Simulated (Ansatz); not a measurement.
Spectroscopic constants of SiS, closed-shell singlet (the spin of the measured ground state).

D_e counts from the fitted minimum to each atom's lowest state at the same level, without counterpoise. The singlet is restricted.

Codes used: Ansatz (an electronic-structure program) with Gaussian orbitals. Each number belongs to the level named beside it.

One of these levels gives 609.0 kJ/mol for the bond energy D_e. Name it.
A. SVWN5/def2-TZVPP
B. BHLYP/def2-TZVPP
C. r2SCAN/def2-TZVPP

C, r2SCAN/def2-TZVPP. The others give 710.0 (SVWN5/def2-TZVPP), 560.8 (BHLYP/def2-TZVPP)
